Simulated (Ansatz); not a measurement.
```yaml
crystal:
  periodic: [false, false, false]
  atoms:
    - {symbol: C, position_ang: [-0.792181, 2.118952, -1.273131]}
    - {symbol: Zn, position_ang: [0.440265, 0.794667, -0.557064]}
    - {symbol: Te, position_ang: [2.023686, -0.894195, 0.356928]}
    - {symbol: C, position_ang: [0.525723, -2.129780, 1.307554]}
    - {symbol: H, position_ang: [-1.383001, 1.695894, -2.088253]}
    - {symbol: H, position_ang: [-1.474326, 2.469460, -0.495548]}
    - {symbol: H, position_ang: [-0.240590, 2.979692, -1.658386]}
    - {symbol: H, position_ang: [1.067905, -2.949513, 1.774840]}
    - {symbol: H, position_ang: [-0.003875, -1.561628, 2.067445]}
    - {symbol: H, position_ang: [-0.163606, -2.523550, 0.565616]}
basis:
  gaussian: {orbitals: def2-SVP, fitting: {mean_field: cc-pVTZ-jkfit}, nuclear_model: gaussian}
hamiltonian: {xc: {name: PBE-QIDH}, pseudopotentials: {relativity: none}}
accuracy: high
```

```sh
$ ansatz run in.yaml --threads 4 --pin off --events-out ev --progress --plain --max-ram 10444MiB
```

Question: How does Ansatz answer? (An estimate is asked.)

Answer: The calculation gave: The program refused the input.
```
Functional definition: PBE-QIDH
Error: <dir> the basis set cc-pVTZ-JKFIT has no functions for Zn
```
